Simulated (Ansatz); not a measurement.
Cost and result for the atomization energy of `BC(B)O[SiH3]` (13 atoms, 12 bonds).

```xyz
13

B     0.480    0.617    1.423
C    -0.432    0.305    0.214
B    -1.908    0.510    0.651
O    -0.198   -0.878   -0.525
Si    1.134   -1.069   -1.469
H     0.405    1.690    1.942
H     1.227   -0.212    1.849
H    -0.366    1.224   -0.423
H    -2.718   -0.337    0.427
H    -2.215    1.533    1.184
H     1.085   -2.451   -1.998
H     2.385   -0.849   -0.689
H     1.121   -0.083   -2.587
```

Total charge 0; spin multiplicity 1. The geometry is a stationary point of PBE0-D4/def2-TZVP. It is one conformer, not always the lowest. Program: Ansatz. All runs use 4 threads of an Arm Neoverse V2 on a shared host. Times are those of one run each, without the atoms' runs, and a repeat can differ threefold. Electronic energies, without spin–orbit coupling; frozen cores. CCSD(T)/CBS adds CCSD(T) − MP2 in def2-TZVPP to the MP2 limit, and its time is that of the two runs behind it. T1 = 0.013. B3LYP takes the VWN-RPA correlation (the form of Gaussian; ORCA's B3LYP/G).

CCSD(T)/CBS is a level of theory with its own doubt, some kJ/mol a heavy atom from the limit and from the frozen cores, so smaller differences don't rank the functionals.

| level | functions | wall time | atomization (kcal/mol) | difference from CCSD(T)/CBS | per bond |
| --- | --- | --- | --- | --- | --- |
| PBE-D4/def2-TZVPP (with forces) | 278 | 2.3 s | 1096.8 | 12.3 | 1.0 |
| PBE0-D4/def2-TZVPP | 278 | 2.6 s | 1086.1 | 1.6 | 0.1 |
| B3LYP-D4/def2-TZVPP (with forces) | 278 | 4.2 s | 1092.1 | 7.6 | 0.6 |
| r2SCAN-D4/def2-TZVPP (with forces) | 278 | 4.3 s | 1093.6 | 9.1 | 0.8 |
| B2PLYP/def2-TZVPP | 278 | 4.8 s | 1078.9 | -5.6 | -0.5 |
| ωB97X-V/def2-TZVPP | 278 | 7 s | 1093.1 | 8.6 | 0.7 |
| ωB97M-V/def2-TZVPP (with forces) | 278 | 9.5 s | 1093.4 | 8.9 | 0.7 |
| MP2/def2-QZVPP | 538 | 21 s | 1087.0 | 2.5 | 0.2 |
| CCSD(T)/def2-TZVPP | 278 | 2.4 min | 1059.9 | -24.6 | -2.0 |
| CCSD(T)/CBS(def2) | – | 2.7 min | 1084.5 | 0.0 | 0.0 |

In def2-TZVPP, CCSD(T) changes the Hartree–Fock value by +226.8 kcal/mol (the triples alone add +11.7 kcal/mol) and MP2 by +239.3 kcal/mol; breaking electron pairs costs correlation energy, which Hartree–Fock lacks. The D4 term adds +9.7 kcal/mol with B3LYP and +5.1 kcal/mol with PBE0; it sums over pairs of atoms, weighted by their polarisabilities, and B3LYP, whose exchange is more repulsive, gets the larger term. From PBE to PBE0 (25 % exact exchange), in def2-TZVPP and without D4, the atomization energy moves by −9.7 kcal/mol: exact exchange takes away binding that semilocal exchange gives to molecules.
